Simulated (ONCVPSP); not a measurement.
# What one change does to a pseudopotential (Ba, ONCV)

| Item | Value |
| --- | --- |
| Element | barium (Ba) |
| Generator | ONCVPSP 4.0.1 |
| Type | optimised norm-conserving Vanderbilt (ONCV) |
| Functional | PBE |
| Relativity | scalar-relativistic |
| Frozen core | [Kr] 4d10 |
| Valence charge | 10 |
| Reference configuration | 5s2 5p6 6s2 |
| Partial waves | 5s+6s: rc 3.10 bohr, ncon 5, nbas 8, qcut 3 1/bohr, 2 projectors; 5p: rc 2.05 bohr, ncon 3, nbas 6, qcut 4.3 1/bohr, 2 projectors, debl 1.3 Ha; d scattering state at 0.24 Ha: rc 3.30 bohr, ncon 4, nbas 9, qcut 2.7 1/bohr, 3 projectors, debl 1.6 Ha |
| Local potential | polynomial inside 1.70 bohr (lpopt 3, dvloc0 0 Ha) |
| Core correction | none |

In the d channel the program set the typed energies aside and used -0.074, 1.526, 3.126 Ha.

All-electron outer shells of the reference configuration (PBE, scalar-relativistic, ld1.x):

| shell | level (eV) | outermost node (bohr) | outermost maximum (bohr) |
| --- | --- | --- | --- |
| 5s | -33.67 | 0.80 | 1.47 |
| 5p | -18.74 | 0.86 | 1.67 |
| 6s | -3.23 | 1.97 | 4.16 |

Change: p: rc 1.88.

Cutoffs: the cutoffs (Ha) at which the residual kinetic energy of the hardest occupied pseudo-wave falls to 1 and 0.1 mHa per electron; they do not see the model core or the augmentation charge, which bear on the density cutoff. Errors are all-electron minus pseudo energies relative to the spin-unpolarised reference configuration.

Task: How do hardness, ghosts and transferability respond?

Result: The potential gets harder (8.6 Ha and 25 Ha → 11 Ha and 32 Ha); the errors of the 4 common tests hardly move; neither file shows a bound ghost. A smaller radius makes the pseudo-wave follow the all-electron one further in, where it bends more sharply, so more plane waves are needed.

```csv
quantity,base,changed
"cutoff, loose",8.6 Ha,11 Ha
"cutoff, tight",25 Ha,32 Ha
loose cutoff by channel,"s 3.2 Ha, p 8.6 Ha","s 3.2 Ha, p 11 Ha"
bound ghosts,none,none
GHOST(+) flags under 300 eV,"s at 44.6 eV, d at 107.8 eV","s at 44.6 eV, d at 107.8 eV"
"error for 5s2 5p6 6s1, meV [ΔE 5.36 eV]",-0.9,-0.9
"error for 5s2 5p6 6s0, meV [ΔE 15.34 eV]",-4.4,-4.6
"error for 5s2 5p6 6s1.5, meV [ΔE 2.14 eV]",-0.3,-0.3
"error for 5s2 5p6 6s0 6p1, meV [ΔE 7.96 eV]",-2.5,-2.7
s: phases at 3.14 bohr within 0.05 rad from the reference energy up to (Ha; the scan ends near 5),1.4,1.4
d: phases at 3.36 bohr within 0.05 rad from the reference energy up to (Ha; the scan ends near 5),3.5,3.5
```
